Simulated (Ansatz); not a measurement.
A single point on `O=[CH][GaH][SiH3]`.

```yaml
crystal:
  periodic: [false, false, false]
  atoms:
    - {symbol: O, position_ang: [-1.027825, 1.959704, -1.508763]}
    - {symbol: C, position_ang: [-1.358418, 1.580206, -0.407909]}
    - {symbol: Ga, position_ang: [0.204085, 0.741101, 0.549215]}
    - {symbol: Si, position_ang: [0.783066, -1.548909, 0.070511]}
    - {symbol: H, position_ang: [-2.412278, 1.730613, -0.075032]}
    - {symbol: H, position_ang: [1.108506, 1.709152, 1.394316]}
    - {symbol: H, position_ang: [2.235251, -1.710608, -0.212419]}
    - {symbol: H, position_ang: [0.009452, -2.087628, -1.079916]}
    - {symbol: H, position_ang: [0.458168, -2.373620, 1.270007]}
basis:
  gaussian: {orbitals: def2-TZVPP}
hamiltonian: {xc: pbe}
correlation: {method: rpa}
```

```sh
$ ansatz run in.yaml --threads 4 --pin off --events-out ev --progress --plain --max-ram 10444MiB
```

It prints (some lines left out):

```
Functional definition: PBE
1340 factors; integrals over basis functions are off by at most 9.9e-4 eV
mean field evaluation 1: about -63398.4839 eV, gradient 6.4e1 eV
mean field evaluation 2: about -63398.4727 eV, gradient 6.4e1 eV
mean field evaluation 4: about -63400.6631 eV, gradient 4.9e1 eV
mean field evaluation 8: about -63405.7164 eV, gradient 8.5e-1 eV
mean field evaluation 16: about -63405.7178 eV, gradient 1.2e-3 eV
mean field -63405.71776516 eV, -2330.1171499305 hartree, gradient 8.6e-6 eV, S^2 0.000000; 1 other end points of the search recorded, 0 dependent functions left out
16 core orbitals not correlated: weight in the atoms' cores, before any rotation towards them, 1.000 or more for the frozen orbitals, at most 0.000 for the correlated occupied ones
reference -63341.57546866 eV, -2327.7599640114 hartree; 16, 16 occupied and 190, 190 virtual orbitals, 1340 factors
Total energy: -63375.04742598 eV, -2328.9900357549 hartree
```

It took 5.5 s on 4 threads of an Arm Neoverse V1 on a shared host, with 0.49 GiB of host memory at the peak.
